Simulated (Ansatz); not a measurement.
Coupled-cluster diagnostics for H4W2⁻, Ansatz.

Geometry of the doublet (r2SCAN-D4/def2-TZVPD):

```xyz
6

W     0.985    0.017   -0.434
W    -1.013   -0.013    0.417
H    -0.675   -1.523    1.199
H     0.669   -1.425   -1.350
H     0.666    1.549   -1.187
H    -0.632    1.395    1.354
```

In the def2 sets W takes a core potential; there is no spin–orbit coupling. Correlated methods freeze no core orbitals; core or outer-core shells of W are correlated, in sets that lack core-valence functions. In CCSD on the charge -1 doublet the largest single amplitude is 0.30, so its Hartree–Fock determinant may place the open shell otherwise than the density functionals do. No other spin state of charge -1 was run. The geometry of the doublet was relaxed on an unsound state (⟨S²⟩ 1.12, where a pure state has 0.75). Another isomer (doublet) lies 0.13 eV lower at PBE0-D4/def2-TZVPD; other spin states weren't run for this one.

Estimate the CCSD(T) correlation energy, the shares of MP2 and (T), T1 and the reference's ⟨S²⟩ for: charge -1, doublet, own geometry in def2-TZVPD; and the rough time on 4 threads of Arm Neoverse V2 on a shared host.


```csv
state,basis,correlation (eV),MP2 share (%),(T) share (%),T1,⟨S²⟩ (pure),wall time,remarks
"charge -1, doublet, own geometry",def2-TZVPD,-22.417,91.0,5.9,0.101,3.09 (0.75),79 s,"large T1 (0.101), spin-contaminated (⟨S²⟩ 3.09)"
```
Customary marks for T1 are 0.02 (closed shells), 0.045 (open shells) and about 0.05 (3d metals). T1 exceeds 0.02 in 1 of 1 rows and 0.045 in 1; the higher it lies, the less the single-reference result can be trusted.
